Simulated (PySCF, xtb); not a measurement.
C3H4Cl2OSi, SMILES C#C[Si](Cl)(Cl)OC.

The structure is a stationary point at B3LYP-D3(BJ)/def2-SVP. The values are those of a single conformer.

Computed with C-PCM-M06-2X/def2-SVP (PySCF).

The values are the electrostatic part of the solvation free energy, E(continuum) − E(gas) at the gas-phase geometry, in a cavity of scaled van der Waals radii (PySCF's table); cavitation and dispersion terms are not included. In vacuum the orbital gap is 10.25 eV. The dipole moment in vacuum is 2.95 D.

| solvent | ε | ΔG(elec) (kcal/mol) | dipole (D) | gap (eV) |
|---|---|---|---|---|
| water | 78.36 | -4.5 | 3.70 | 10.29 |
| benzene | 2.27 | -2.4 | 3.33 | 10.27 |
| ethanol | 24.85 | -4.4 | 3.68 | 10.29 |

For comparison, GFN2-xTB/ALPB(water) (xtb, at the GFN2-xTB geometry, all terms of that model) gives -2.7 kcal/mol.
